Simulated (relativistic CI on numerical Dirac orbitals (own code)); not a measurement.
One change at a time: Br⁸⁺

Base calculation: Dirac-Coulomb-Breit CI, orbitals from a KLI potential per configuration, model QED, unscaled Slater integrals.

Configuration list (outside the closed core [Ne]): 3s2.3p6.3d9, 3s2.3p5.3d10, 3s2.3p6.3d8.4s, 3s2.3p6.3d8.4p, 3s.3p6.3d10, 3s2.3p6.3d7.4s2, 3s2.3p6.3d8.4d, 3s2.3p6.3d7.4s.4p, 3s2.3p6.3d8.5s, 3s2.3p6.3d7.4p2, 3s2.3p6.3d8.4f, 3s2.3p6.3d8.5p, 3s2.3p6.3d7.4s.4d, 3s2.3p6.3d8.5d, 3s2.3p6.3d7.4p.4d, 3s2.3p6.3d8.6s, 3s2.3p6.3d8.5f, 3s2.3p6.3d8.5g, 3s2.3p6.3d8.6p, 3s2.3p5.3d9.4s, 3s2.3p6.3d8.6d, 3s2.3p6.3d7.4d2, 3s2.3p5.3d8.4s2, 3s2.3p5.3d9.4p, 3s2.3p5.3d8.4s.4p, 3s2.3p4.3d10.4s, 3s2.3p5.3d8.4p2, 3s2.3p4.3d10.4p, 3s2.3p5.3d9.4d, 3s2.3p5.3d8.4s.4d, 3s.3p6.3d8.4s2, 3s.3p6.3d9.4s, 3s2.3p5.3d8.4p.4d, 3s2.3p5.3d9.5s, 3s2.3p5.3d9.4f, 3s2.3p5.3d9.5p. Levels of other configurations are missing.

The lowest level and the first level of each name with at least 55 % of one term (blank where a level has no safe partner in the second run):

```
                Level  Base (cm⁻¹)  Shift (cm⁻¹)
   3s2.3p6.3d9 2D_5/2            0             0
   3s2.3p6.3d9 2D_3/2         8523         -8523
3s2.3p6.3d8.4s 4F_9/2       648675        +26681
3s2.3p6.3d8.4s 4F_7/2       652995        +22361
3s2.3p6.3d8.4s 4F_5/2       657648        +17708
3s2.3p6.3d8.4s 4F_3/2       660244        +15112
3s2.3p6.3d8.4s 2F_7/2       662396        +23125
3s2.3p6.3d8.4s 2F_5/2       668733        +16788
3s2.3p6.3d8.4s 2D_3/2       682667        +22171
3s2.3p6.3d8.4s 4P_3/2       689280        +18601
3s2.3p6.3d8.4s 4P_1/2       689391        +18489
3s2.3p6.3d8.4s 2P_3/2       698398        +20070
3s2.3p6.3d8.4s 2P_1/2       700120        +18347
3s2.3p6.3d8.4s 2G_9/2       704674        +21010
```

At this charge configurations can still be misplaced by up to about 7 % of their energy.

**Question.** One thing was changed in a second run, which moved the levels as shown. Which?
A. configuration mixing switched off
B. P86 correlation estimate
C. non-relativistic limit
D. QED terms removed
E. Breit term removed

**Answer.** C. Non-relativistic limit. Without relativity the fine structure collapses and s electrons lose their extra binding.

LS names give the leading component of a level, which can be under half, so a name can repeat, a term be missing and a line seem to break the LS rules.
